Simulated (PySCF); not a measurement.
AlF2H3O2Si, SMILES [OH][Al]([OH])[SiH](F)F. Coordinates come from a ωB97X-D3(BJ)/def2-SVP optimisation. The structure was generated by enumeration; whether it is a known compound was not checked. The values are those of a single conformer.

Q: Give the equilibrium geometry at ωB97X-D3(BJ)/def2-SVP (PySCF confirms it by a frequency run) as bond lengths and angles. (The exact figures need the calculation; the answer reports its results.)

A: Several could match; the one computed here: 
Atoms: Si1 F2 F3 Al4 O5 O6 H7 H8 H9. Bond lengths (Å): Si1–F2 1.629, Si1–F3 1.629, Si1–Al4 2.415, Si1–H7 1.487, Al4–O5 1.699, Al4–O6 1.695, O5–H8 0.958, O6–H9 0.957. Bond angles (°): F2–Si1–F3 106.7, F2–Si1–Al4 109.1, F2–Si1–H7 106.7, F3–Si1–Al4 109.3, F3–Si1–H7 106.6, Al4–Si1–H7 117.9, Si1–Al4–O5 116.7, Si1–Al4–O6 117.7, O5–Al4–O6 125.6, Al4–O5–H8 132.0, Al4–O6–H9 133.8.
Charge 0, spin multiplicity 1.
